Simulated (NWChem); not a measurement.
Species: CH5FO2Si; SMILES O[SiH](F)OC

```xyz
10

Si     0.0333    -0.5033     0.3690
O      0.9528    -1.7094    -0.2454
F     -1.4915    -0.5860    -0.1769
O      0.6463     0.9325    -0.1433
C      0.0250     2.1885    -0.0588
H     -0.0190    -0.6638     1.8339
H      1.2686    -1.6036    -1.1480
H     -0.0217     2.5504     0.9837
H      0.6133     2.9127    -0.6418
H     -1.0007     2.1671    -0.4650
```
Atoms are numbered in this order, from 1.

Results from NWChem. Coordinates come from a PBE0/def2-SVP optimisation. Level: PBE0/def2-SVP with SMD (1 M gas to 1 M solution), gas-phase geometry. Reactions with the solvent are ignored.

**Question.** Estimate the computed values for solvent water. Quantities: solvation free energy (kcal/mol); cavity-dispersion-structure term (kcal/mol); dipole in solution (D).

**Answer.** The solvation free energy (kcal/mol) comes out as -4.4. The cavity-dispersion-structure term (kcal/mol) comes out as 3.6 and the dipole in solution (D) comes out as 2.07.
